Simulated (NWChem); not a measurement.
# C₂H₂Br₂; SMILES Br/C=C\Br

All runs: NWChem. The geometry was optimised at B3LYP/6-31G* (spherical d). Level: PBE/def2-SVP with COSMO at NWChem's default radii, gas-phase geometry; rows give the dielectric constant.

```tsv
dielectric constant	electrostatic solvation energy (kcal/mol)	dipole in solution (D)
4.8	-2.2	1.89
7.6	-2.5	…
20.7	-2.7	2.01
46.7	-2.8	2.03
78.4	-2.8	2.04
```

Problem. What belongs in the gaps?

Solution. 
- 7.6, dipole in solution (D): 1.94
